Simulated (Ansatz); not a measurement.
Geometry optimisation, Ansatz 0.2.0, RKS revPBE-D4/def2-SVP.

Input file:

```yaml
crystal:
  periodic: [false, false, false]
  atoms:
    - { symbol: Ga, position_ang: [0.0, 0.0, 0.0] }
    - { symbol: Cl, position_ang: [0.0, 0.0, 2.59] }
    - { symbol: H, position_ang: [1.3596, 0.0, -0.785] }
    - { symbol: H, position_ang: [-1.3596, 0.0, -0.785] }
    - { symbol: Br, position_ang: [0.1137, -2.5787, 0.8577] }
    - { symbol: H, position_ang: [0.0645, -1.463, 2.1491] }
basis:
  gaussian: { orbitals: def2-SVP }
hamiltonian:
  xc: revpbe
  dispersion: d4
relax:
  f_tol: 0.15
  max_steps: 25
  restrain:
    - { distance: [0, 4], at: 2.42, k: 30.0 }
    - { distance: [5, 1], at: 1.37, k: 30.0 }
    - { distance: [0, 1], at: 3.44, k: 30.0 }
    - { distance: [5, 4], at: 2.75, k: 30.0 }
output:
  orbitals: {}
```

Command:

```bash
$ ansatz run input.yaml --threads 2 --pin off --max-ram 3072MiB --backend cpu --events-out ev --progress --plain --runs-dir out
```

Question: Where does it end, and by what steps?

Answer: The forces met the threshold. The restraints hold the end off the free minimum. After 6 steps the energy has fallen by 0.480 eV (the restraints' own energy left out); Ga1 moved furthest, 0.64 Å. Parted: Br5–H6 (1.71 → 2.75 Å).

```json
{"step": "0", "energy less start (eV)": "0.0000", "largest force component (eV/Å)": "1.519", "accepted": "yes"}
{"step": "1", "energy less start (eV)": "0.0130", "largest force component (eV/Å)": "2.044", "accepted": "yes"}
{"step": "2", "energy less start (eV)": "-0.1790", "largest force component (eV/Å)": "2.050", "accepted": "yes"}
{"step": "3", "energy less start (eV)": "-0.4306", "largest force component (eV/Å)": "0.980", "accepted": "yes"}
{"step": "4", "energy less start (eV)": "-0.4518", "largest force component (eV/Å)": "1.105", "accepted": "yes"}
{"step": "5", "energy less start (eV)": "-0.4546", "largest force component (eV/Å)": "1.310", "accepted": "yes"}
{"step": "6", "energy less start (eV)": "-0.4803", "largest force component (eV/Å)": "0.874", "accepted": "yes"}
```

```xyz
6
Properties=species:S:1:pos:R:3
Ga 0.019 -0.458 -0.448
Cl 0.008 0.115 2.937
H 1.444 0.145 -0.702
H -1.432 0.071 -0.716
Br 0.077 -2.729 0.342
H 0.063 -1.185 2.615
```

Run time: 19 s on 2 threads of Intel(R) Xeon(R) Platinum 8259CL CPU @ 2.50GHz (Skylake/Cascade Lake), with other jobs on the host, peak memory 0.17 GiB.
